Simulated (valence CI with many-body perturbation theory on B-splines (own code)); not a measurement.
## Basis-set convergence for W³⁺

Computed by relativistic CI+MBPT: three valence electrons over a frozen Dirac-Fock core [Xe] 4f14, a basis of 7 s, 7 p, 8 d, 6 f, 4 g, 1 h functions for each j, with the one-electron correlation potential Σ1, the two-electron term Σ2, the three-electron term Σ3, Breit, model QED; selected CI, second order for the rest (own B-spline code, finite nucleus).

Against 30 measured levels this calculation errs by 992 cm⁻¹ on average and by 1986 at most. These come from a selection out of J. Phys. B 45, 035001 (2012). Levels without a partner in it may be off by more, other configurations by 1,000 to 8,000 cm⁻¹. Only levels of the ground parity were solved; by the run's estimate the other parity begins above the list, which can be wrong where configurations are misplaced. 2 measured levels below the end of the list, from 46088 cm⁻¹ on, found no clear computed partner.

The reference run has the lowest level 5d3 4F_3/2 and an ionisation energy of 37.9181 eV. Its largest variational space holds 9832 state functions.

Names give the largest LS component (configuration and term), which can be under half, so a name can repeat, a term be missing and a line seem to break the LS rules; names also repeat where a configuration has a term twice. Letters in brackets count levels of one name in rising energy.

Changed runs:
A. basis 6 s, 6 p, 5 d, 5 f, 1 g
B. basis 5 s, 5 p, 4 d, 4 f

Excitation energies of the reference run in cm⁻¹, and shifts in cm⁻¹:

```csv
Level,Reference,A,B
5d3 4F_5/2,3443,-34,-56
5d3 4F_7/2,6657,-29,-21
5d3 4F_9/2,9254,+17,+117
5d3 4P_3/2 [a],10772,+153,+421
5d3 4P_1/2,12288,+125,+384
5d3 2G_7/2,15520,+184,+655
5d3 2H_9/2,16363,+183,+778
5d3 4P_5/2,17617,+82,+306
5d3 2P_1/2,18904,+132,+404
5d3 4P_3/2 [b],19019,+132,+367
5d3 2H_11/2,22436,+252,+1112
5d3 2D_5/2 [a],23437,+198,+503
Ionisation energy (eV),37.9181,-0.0393,-0.0566
```
